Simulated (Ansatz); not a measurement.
Total energies of C7H14 (`C/C=C/CCCC`).

```xyz
21

C     3.150   -1.240    0.040
C     1.671   -1.419    0.062
C     0.821   -0.874   -0.800
C    -0.661   -1.047   -0.782
C    -1.419    0.270   -0.623
C    -1.184    0.950    0.715
C    -1.942    2.259    0.852
H     3.664   -2.200   -0.070
H     3.460   -0.592   -0.783
H     3.509   -0.798    0.976
H     1.270   -2.052    0.854
H     1.218   -0.235   -1.590
H    -0.979   -1.522   -1.718
H    -0.940   -1.732    0.027
H    -2.492    0.083   -0.752
H    -1.131    0.953   -1.433
H    -1.478    0.266    1.520
H    -0.112    1.125    0.848
H    -1.642    2.971    0.078
H    -1.761    2.729    1.822
H    -3.021    2.105    0.754
```

The species carries charge 0 and has multiplicity 1. The geometry is a stationary point of PBE0-D4/def2-TZVP. It is one conformer, not always the lowest. Basis def2-TZVPP, Ansatz.

RPA on PBE orbitals: Hartree–Fock energy of these orbitals -273.25253 Eh, correlation -2.03033 Eh (frozen core).

```tsv
functional	energy without D4 (Eh)	D4 term (kJ/mol)
LDA (SPW92)	-272.63788	–
PBE	-274.86546	-40.4
revPBE	-275.17228	-136.6
BLYP	-275.09563	-88.8
r2SCAN	-275.08472	-11.3
B97M-V	-275.27430	–
B3LYP	-275.27904	-63.4
r2SCANh	-275.07625	-11.7
r2SCAN0	-275.06488	-12.8
HSE06 (plane-wave form)	-274.90014	-31.5
BHLYP	-275.08406	-43.6
ωB97X-V	-275.18667	–
ωB97M-V	-275.10177	–
B2PLYP	-274.99380	–
```

Give the same for PBE0, CAM-B3LYP, LC-ωPBE, PBE-QIDH. (Best estimate.)

The calculation gave: 
```json
{"functional": "PBE0", "energy without D4 (Eh)": "-274.91785", "D4 term (kJ/mol)": "-34.2"}
{"functional": "CAM-B3LYP", "energy without D4 (Eh)": "-275.09766", "D4 term (kJ/mol)": "-34.1"}
{"functional": "LC-ωPBE", "energy without D4 (Eh)": "-275.08951", "D4 term (kJ/mol)": "–"}
{"functional": "PBE-QIDH", "energy without D4 (Eh)": "-274.88159", "D4 term (kJ/mol)": "–"}
```

B3LYP takes the VWN-RPA correlation (the form of Gaussian; ORCA's B3LYP/G). HSE06 is the plane-wave form, built on full-range PBE exchange. The double hybrids freeze the cores in their second-order part.

LC-ωPBE has ω = 0.4 bohr⁻¹.
